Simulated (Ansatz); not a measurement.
def2 core potentials replace the inner electrons of Te.

Cartesian coordinates (Å):
SMILES: c1ccccc1C[Te]O
```xyz
17

O      2.8287     1.0765    -0.7911
Te     3.0016    -0.9339    -0.8227
C      1.4818    -1.2303     0.7577
C      0.2151    -0.5277     0.4043
C      0.0790     0.8500     0.6526
C     -1.0862     1.5270     0.2846
C     -2.1340     0.8413    -0.3358
C     -2.0081    -0.5289    -0.5881
C     -0.8429    -1.2046    -0.2254
H      2.0558     1.2886    -1.3372
H      1.3623    -2.3208     0.8346
H      1.9379    -0.8474     1.6789
H      0.9017     1.3894     1.1257
H     -1.1770     2.5971     0.4872
H     -3.0462     1.3709    -0.6203
H     -2.8233    -1.0737    -1.0705
H     -0.7463    -2.2736    -0.4343
```
Charge 0, multiplicity 1.

Q: What is the computed HOMO, total energy and LUMO (CAM-B3LYP-D3(BJ)/def2-TZVP // B3LYP-D3(BJ)/def2-SVP (Ansatz, a program for electronic structure))?

A: 
The HOMO comes out as -7.30 eV and the total energy is -614.7602 Ha. The LUMO comes out as -0.66 eV.
